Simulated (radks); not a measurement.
Q: All-electron atom: the promethium ion Pm2+ in [Xe] 4f4 5d1 (not the ground configuration). All-electron calculation, Dirac Kohn-Sham, PBE, spin-unpolarised, spherical densities, point nucleus; open shells fill j = l - 1/2 first. Program: a radial shooting solver on a logarithmic mesh with Libxc functionals. Some entries of the table are withheld. Estimate them.

orbital,occ.,eigenvalue (hartree),<r^2> (bohr^2),<r> (bohr)
1s1/2,2,-1653.730,0.0007316,(1)
2s1/2,2,-269.3525,0.01150,0.09845
2p1/2,2,-255.0865,0.008391,0.08245
2p3/2,4,-234.4992,0.009638,0.08897
3s1/2,2,-59.32890,0.07746,0.2601
3p1/2,2,-53.21741,0.07256,0.2498
3p3/2,4,-49.07847,0.07984,0.2624
3d3/2,4,-38.46466,0.06450,0.2339
3d5/2,6,-37.56805,0.06655,0.2379
4s1/2,2,-12.38448,0.3956,0.5920
4p1/2,2,-10.05767,0.4192,0.6070
4p3/2,4,-9.15015,0.4588,0.6352
4d3/2,4,-5.32228,0.5352,0.6792
4d5/2,6,-5.16017,0.5509,0.6892
5s1/2,2,-2.14384,2.254,1.417
5p1/2,2,-1.50482,2.835,1.583
5p3/2,4,-1.37542,3.145,1.667
4f5/2,4,-0.76684,1.173,0.9485
4f7/2,0,-0.74766,1.203,0.9597
5d3/2,1,-0.55957,6.805,(2)
5d5/2,0,-0.54818,7.043,(3)
6s1/2,0,-0.52846,13.98,3.541
6p1/2,0,-0.39453,19.39,4.167
6p3/2,0,-0.37679,20.95,4.333

A: 
(1) 1s1/2 <r> (bohr): 0.02318
(2) 5d3/2 <r> (bohr): 2.419
(3) 5d5/2 <r> (bohr): 2.462
